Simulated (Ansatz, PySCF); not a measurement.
Process, species as SMILES: O[Si](O)(O[SiH3])O[SiH3] + 2 O (H2O) + 3 [SiH4] (SiH4) → 6 O[SiH3] [hydroxysilane]
Geometries: B3LYP-D3(BJ)/def2-TZVP minima from Ansatz (a quantum-chemistry and plane-wave program), one conformer each, not searched for the lowest. Frequencies are from Ansatz or PySCF.

Quantity: bond separation energy (enthalpy at 298 K, with B3LYP-D3(BJ) rigid-rotor harmonic-oscillator terms), in kcal/mol. Cores are frozen in the correlated levels unless marked. No spin-orbit coupling. Non-relativistic. CBS(X,Y): correlation extrapolated as X^-3; Hartree-Fock from the larger set. The bracket is a focal-point correction in the basis named.

```json
[
 {"level": "HF/6-31G", "program": "Ansatz", "bond separation energy (kcal/mol)": "56.6", "minus last row": "21.2"},
 {"level": "SVWN5/def2-TZVPD", "program": "Ansatz", "bond separation energy (kcal/mol)": "36.3", "minus last row": "0.9"},
 {"level": "revPBE-D3(BJ)/def2-TZVPD", "program": "Ansatz + dftd3", "bond separation energy (kcal/mol)": "33.7", "minus last row": "-1.7"},
 {"level": "B3LYP/def2-TZVPD", "program": "Ansatz", "bond separation energy (kcal/mol)": "31.4", "minus last row": "-4.0"},
 {"level": "PBE0/def2-SVP", "program": "Ansatz", "bond separation energy (kcal/mol)": "34.1", "minus last row": "-1.3"},
 {"level": "r2SCANh-D4/def2-TZVPD", "program": "Ansatz + dftd4", "bond separation energy (kcal/mol)": "37.0", "minus last row": "1.6"},
 {"level": "wB97X-V/def2-TZVPD", "program": "Ansatz", "bond separation energy (kcal/mol)": "35.0", "minus last row": "-0.4"},
 {"level": "B2GP-PLYP-D4/def2-TZVPD", "program": "Ansatz + dftd4", "bond separation energy (kcal/mol)": "35.8", "minus last row": "0.4"},
 {"level": "MP2/6-31G", "program": "Ansatz", "bond separation energy (kcal/mol)": "53.8", "minus last row": "18.4"},
 {"level": "SCS-MP2/cc-pV(D+d)Z", "program": "Ansatz", "bond separation energy (kcal/mol)": "33.8", "minus last row": "-1.6"},
 {"level": "CCSD/cc-pV(D+d)Z", "program": "Ansatz", "bond separation energy (kcal/mol)": "36.6", "minus last row": "1.2"},
 {"level": "CCSD/cc-pV(Q+d)Z", "program": "Ansatz", "bond separation energy (kcal/mol)": "35.5", "minus last row": "0.1"},
 {"level": "CCSD/CBS(cc-pV(T+d)Z,cc-pV(Q+d)Z)", "program": "Ansatz", "bond separation energy (kcal/mol)": "35.3", "minus last row": "-0.1"},
 {"level": "RI-MP2/CBS(cc-pV(T+d)Z,cc-pV(Q+d)Z)+[CCSD(T)-MP2]/cc-pV(Q+d)Z", "program": "Ansatz", "bond separation energy (kcal/mol)": "35.3", "minus last row": "-0.1"},
 {"level": "CCSD(T)/CBS(cc-pV(T+d)Z,cc-pV(Q+d)Z)", "program": "Ansatz", "bond separation energy (kcal/mol)": "35.4", "minus last row": "0.0"}
]
```
